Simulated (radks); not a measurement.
The numbers below are computed, except where a source is named.
Task: The table gives one normalised radial function P(r) = r R(r) of Os8+ in [Xe] 4f14 (r in bohr). Level of theory: non-relativistic Kohn-Sham, LDA (Slater exchange, Perdew-Wang correlation), spin-unpolarised, spherical densities, point nucleus; relativity is left out, which matters for an element this heavy (a radial shooting solver on a logarithmic mesh with Libxc functionals).

| r | P |
|---|---|
| 0.0008699 | 0.0016 |
| 0.001142 | 0.0028 |
| 0.001499 | 0.0048 |
| 0.001967 | 0.0081 |
| 0.002582 | 0.0136 |
| 0.003417 | 0.0230 |
| 0.004485 | 0.0380 |
| 0.005886 | 0.0620 |
| 0.007726 | 0.0995 |
| 0.01014 | 0.1560 |
| 0.01331 | 0.2371 |
| 0.01747 | 0.3457 |
| 0.02293 | 0.4759 |
| 0.0301 | 0.6036 |
| 0.03951 | 0.6766 |
| 0.05228 | 0.6093 |
| 0.06862 | 0.3233 |
| 0.09007 | -0.1837 |
| 0.1182 | -0.7395 |
| 0.1552 | -0.9839 |
| 0.2037 | -0.5790 |
| 0.2674 | 0.4114 |
| 0.3509 | 1.3851 |
| 0.4606 | 1.6844 |
| 0.6046 | 1.2594 |
| 0.7936 | 0.6160 |
| 1.05 | 0.1836 |
| 1.378 | 0.0328 |
| 1.809 | 0.0030 |
| 2.375 | 0.0001 |
| 3.117 | 0.0000 |

Which n and l does it have? It may be an empty orbital.

Result: n = 4, l = 1: the number of nodes gives n - l - 1 = 2, the rise at small r (about r^(l+1)) gives l, and the extent must fit the shell. The curve is that of 4p. 4p: eigenvalue -556.91 eV, 2 radial nodes at r = 0.0824, 0.241 bohr, <r> = 0.479 bohr, 90 % of the charge inside 0.694 bohr.
